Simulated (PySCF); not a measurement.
**Working out the ionisation energy of Mo⁺**

Mo⁺ [Kr] 4d5 (6S) → Mo²⁺ [Kr] 4d4 (5D). Calculation: PySCF 2.14, in aug-cc-pwCVDZ-PP with ECP28MDF (6s6p5d3f, 70 functions); scalar relativity through the core potential. Frozen: nothing. Energies in hartree (1 hartree = 27.21139 eV):

| part | Mo⁺ (lower) | Mo²⁺ (upper) |
| --- | --- | --- |
| UHF | -67.114838 | -66.560157 |
| CCSD correlation | -0.338676 | -0.311598 |
| (T) | -0.007926 | -0.006362 |

Task: What does Hartree-Fock give?

Result: (-66.560157) − (-67.114838) = 0.554681 hartree = 15.094 eV.

Task: What do CCSD and CCSD(T) give?

Result: The CCSD correlation energies differ by 0.027078 hartree = 0.737 eV and the triples by 0.001564 hartree = 0.043 eV, so CCSD gives 15.831 eV and CCSD(T) 15.874 eV.

Reference: 16.16 ± 0.12 eV (semi-empirical (NIST evaluation); NIST Atomic Spectra Database, ionization energies), between the lowest levels; spin-orbit coupling is absent from the calculation.

A double-zeta basis recovers only part of the correlation energy.

What remains against the reference includes basis incompleteness and higher excitations.
